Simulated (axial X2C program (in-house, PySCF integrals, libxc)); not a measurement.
**TeS⁺ at several levels of theory**

Calculated with an axial X2C code built on PySCF integrals. Spin-free means the one-electron spin-free X2C Hamiltonian; two-component (2c) means X2C with spin–orbit coupling and atomic mean-field two-electron Coulomb and Gaunt terms, so the difference of the two also holds small scalar two-electron terms. Basis: Te dyall-cv3z [11s12p8d4f1g], S dyall-av3z [9s8p3d2f] (cores contracted in-house); Gaussian nuclei, density fitting, unrestricted open shells. Masses: Te 129.906 u, S 31.972 u.

Input:
```json
{
 "zs": [
  52,
  16
 ],
 "q": 1,
 "bas": [
  "dyall-cv3z",
  "dyall-av3z"
 ],
 "levels": [
  "PBE0",
  "HF",
  "BLYP"
 ],
 "cc": true,
 "r0": 2.22,
 "thr": -1.0,
 "nmax": 90,
 "npts": 10,
 "nst": 2,
 "ntry": 6
}
```
```bash
python so2c.py task.json out
```

Keys: zs atomic numbers; q charge; bas basis sets; levels methods; cc coupled cluster on or off; r0 starting distance in Å; thr threshold in hartree for freezing inner shells (an s shell follows its p shell); nmax most natural virtual spinors; npts points on the curve; nst determinants followed; ntry starts of the search. HF also brings MP2.

State, spin-free: M_S = 1/2, Λ = 1 (beyond evenly filled blocks: π+α); electrons by block: σα: 15, σβ: 15, π+α: 8, π+β: 7, π-α: 7, π-β: 7, δ+α: 2, δ+β: 2, δ-α: 2, δ-β: 2. Fragments: Te+ + S.

State, 2c: Ω = 1/2 (⟨Sz⟩ = -0.49, ⟨Lz⟩ = 0.99 at PBE0); electrons by block: 1/2: 23, -1/2: 22, 3/2: 9, -3/2: 9, 5/2: 2, -5/2: 2. Fragments: Te+ + S.

| Hamiltonian | level | Re (Å) | ωe (cm⁻¹) | ωexe (cm⁻¹) | αe (cm⁻¹) | De (eV) | D0 (eV) | μ (D) |
| --- | --- | --- | --- | --- | --- | --- | --- | --- |
| spin-free | HF | 2.260 | 401.4 | 2.48 | 0.000662 | 0.866 | 0.842 | -0.13 |
| spin-free | CCSD | 2.170 | 497.9 | 2.91 | 0.000775 | 2.68 | 2.65 | n/a |
| spin-free | CCSD(T) | 2.170 | 519.7 | 2.65 | 0.000656 | 2.98 | 2.95 | n/a |
| spin-free | BLYP | 2.209 | 489.1 | 1.36 | 0.000519 | 3.98 | 3.95 | 0.41 |
| 2c | PBE0 | 2.157 | 544.0 | n/a | 0.000576 | 3.55 | 3.52 | 0.17 |

Correlated methods: 11 electrons correlated (number of frozen shells: Te 4 s, 3 p, 2 d; S 2 s, 1 p), 251 virtual spin orbitals or spinors in MP2, 90 natural virtuals in coupled cluster.

Dipoles are positive if S is the positive end and refer to the centre of mass.

The state is one determinant whose occupation by symmetry is held fixed; it was picked as the lowest of a PBE0 search that is not exhaustive. Dissociation energies refer to the lowest single-determinant-based atoms at the same level and basis. Density functionals use the spin component along the axis (collinear). Coupled cluster ran in a truncated set of natural virtual spinors; the MP2 energy of the rest was added. (T) has no such correction and the atoms are truncated less, which lowers De at CCSD(T) by a hundredth of an eV or more. In 2c an atomic determinant is not the ground J level, so De misses part of the atomic spin–orbit lowering. This holds for PBE0. The functionals have no current-density term, which raises determinants with orbital currents, atoms included. The determinant is spin-polarised beyond a pure state at some levels (its spin-free form has ⟨S²⟩ too high), which makes Re and μ there less reliable. The T1 diagnostic is large, a sign of multireference character. With the outer-core shells frozen, correlated bond lengths of heavy atoms tend to come out a few hundredths of an ångström too long.

No reliable constants came from BLYP (2c), CCSD (2c), CCSD(T) (2c), HF (2c), MP2 (2c), MP2 (spin-free), PBE0 (spin-free): no minimum in range, unconverged points, a curve that is not smooth, a change of character along it, or the two Hamiltonians disagreeing along it.

Rough cost a point (2c) on 1 thread(s) of a shared host, integrals apart: PBE0 1.7 s.

The whole task took 3.6 min on 1 thread of Arm Neoverse V2 (shared host).
